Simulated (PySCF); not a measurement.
## Predicted spectroscopic data

PySCF 2.14.0 with density-fitted response routines calculation with geometry: GFN2-xTB and GIAO PBE0/pcSseg-1 shieldings; relativity neglected, one computed conformer, averaged over atoms made equivalent by symmetry, fast rotation or ring inversion, no solvent.

Chemical shifts δ = σref − σ; ¹H (σref 31.72), ¹³C (σref 186.93) against TMS, all at this level. Splittings of carbon signals by F and P are missing where no couplings were computed. Where no couplings were computed, multiplicities follow the n + 1 count of equivalent neighbours, and m marks all less simple cases (inequivalent or close neighbours, rings, F or P nearby). Shifts are as computed. Against solution values, carbons near 30 ppm lie about +3 ppm off and those near 130 ppm about +5 ppm; carbons on Cl a further +6 ppm. Of 1211 compounds with measured shifts, 218 miss one by over three times the rms of a fit or turn the order of signals round; such compounds aren't used in these exercises. Carbons bonded to Cl come out too deshielded. OH and NH positions are gas-phase values without hydrogen bonding to other molecules.

**1.** SMILES FC(F)Oc1ccco1, C5H4F2O2. ¹H NMR (600 MHz, computed): δ 7.30 (m, 1H), 7.06 (m, 1H), 6.74 (m, 1H), 5.90 (m, 1H). ¹³C{¹H} NMR (computed): δ 162.1, 137.9, 121.3, 119.2, 93.1.

**2.** SMILES ClC[SiH2]O[SiH2]c1ccco1, C5H9ClO2Si2. ¹H NMR (600 MHz, computed): δ 7.87 (m, 1H), 7.11 (m, 1H), 6.80 (m, 1H), 5.57 (s, 2H), 5.13 (t, 2H), 2.83 (t, 2H). ¹³C{¹H} NMR (computed): δ 158.7 (C), 152.4 (CH), 129.4 (CH), 117.8 (CH), 35.3 (CH2).

**3.** `O[C@@H]1CCc2ccccc2C1`, C10H12O. ¹H NMR (600 MHz, computed): δ 7.48 (m, 1H), 7.46 (m, 1H), 7.44 (m, 1H), 7.43 (m, 1H), 4.28 (m, 1H), 3.11 (m, 1H), 3.07 (m, 1H), 2.98 (m, 1H), 2.87 (m, 1H), 2.11 (m, 1H), 1.68 (m, 1H), 1.14 (br s, 1H). ¹³C{¹H} NMR (computed): δ 139.3, 138.0, 137.0, 135.2, 132.4, 131.9, 68.3, 41.3, 32.3, 26.1.
